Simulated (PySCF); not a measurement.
Core binding energy against partial charge

SiEt(NHMe)3, C5H17N3Si.
Bonds: Si1–C2, Si1–N9, Si1–N15, Si1–N21, C2–C3, N9–C10, N15–C16, N21–C22. Hydrogens: H4, H5 on C2; H6, H7, H8 on C3; H11 on N9; H12, H13, H14 on C10; H17 on N15; H18, H19, H20 on C16; H23 on N21; H24, H25, H26 on C22.

Binding energies: delta-SCF UKS SCAN, pcX-2 on the ionised atom, pcseg-1 elsewhere, spin-free X2C in PySCF 2.14.0. Charges: PBE0/pcSseg-1 ground-state density, for the ionised atom.

| atom | environment | C 1s (eV) | Mulliken (e) | IAO (e) | Hirshfeld (e) | ESP (e) |
| --- | --- | --- | --- | --- | --- | --- |
| C2 | carbon bonded to C, Si and 2 H | 289.55 | -0.615 | -0.572 | -0.167 | +0.073 |
| C3 | carbon bonded to C and 3 H | 290.22 | -0.293 | -0.397 | -0.117 | -0.261 |
| C10 | carbon bonded to N and 3 H | 291.10 | -0.104 | -0.287 | -0.072 | +0.150 |

Problem. How well does each charge scheme correlate with the binding energies over these sites?

Solution. Hirshfeld: r = 0.99, slope 16.3 eV per e; IAO: r = 0.98, slope 5.3 eV per e; Mulliken: r = 0.97, slope 2.9 eV per e; ESP: r = 0.26, slope 0.9 eV per e. On 3 points no scheme stands out.

Problem. The point-charge model writes a binding energy as kq + V + constant, with V the potential of the other atoms' charges at the site. What does it give with the IAO charges?

Solution. V = Σ 14.40 eV Å × q/r over all other atoms: +6.45 eV at C2, +3.61 eV at C3, +2.19 eV at C10. Fitting binding energy − V to q gives k = 20.4 eV per e and leaves an rms residual of 0.04 eV, against 0.14 eV for the fit on q alone. The model has no term for differences in relaxation between sites.

One conformer (not necessarily the lowest) at the PBE0-D3(BJ)/def2-SVP geometry, without solvent, vibrations or thermal averaging.
